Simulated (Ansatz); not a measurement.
Spin states of F2Re (SMILES [F][Re][F]), each relaxed at B3LYP-D3(BJ)/def2-TZVP; lowest solutions found, singlets restricted, no spin–orbit coupling, no relativity up to Kr.
Multiplicity 6 (charge 0, multiplicity 6):
```xyz
3

Re    -0.0110     0.0158    -0.0234
F     -0.2468     1.4454    -1.2977
F      0.2246    -1.4139     1.2509
```
Multiplicity 4 (charge 0, multiplicity 4):
```
atom    x (Å)    y (Å)    z (Å)
----  -------  -------  -------
Re    -0.0028   0.0222  -0.0177
F     -0.2420   1.3885  -1.2526
F      0.2115  -1.3633   1.2001
```

The values were computed with Ansatz (an electronic-structure program). Each number belongs to the level named beside it. In def2 rows elements past Kr take small-core potentials, without spin–orbit coupling.

The energy of multiplicity 4 less that of multiplicity 6 (kcal/mol) and the share of exact exchange:

```
functional         exact exchange (%)  value
-----------------  ------------------  -----
PBE/def2-TZVPP                      0   8.16
PBE0/def2-TZVPP                    25  14.95
BLYP/def2-TZVPP                     0   1.75
B3LYP/def2-TZVPP                   20   7.18
BHLYP/def2-TZVPP                   50  14.08
r2SCAN/def2-TZVPP                   0  15.47
```

Task: Take the value as linear in the share of exact exchange along PBE and PBE0. Give the slope, say whether the sign turns, and set the other functionals against that line.

Result: 
Slope: (14.95 − (8.16))/2.5 = 2.72 kcal/mol for each 10 %. The line keeps its sign from 0 to 100 %. At 50 % it gives 21.8 kcal/mol. The LYP pair gives (14.08 − (1.75))/5 = 2.47 for each 10 %. BHLYP, at 50 %, lies -7.7 from the PBE line. B3LYP, at 20 %, lies -6.4 from the PBE line. r2SCAN, with none, stands 7.3 from PBE.

Doubts at one or more of the structures used: a spin-contaminated determinant (PBE0/def2-TZVPP, r2SCAN/def2-TZVPP).
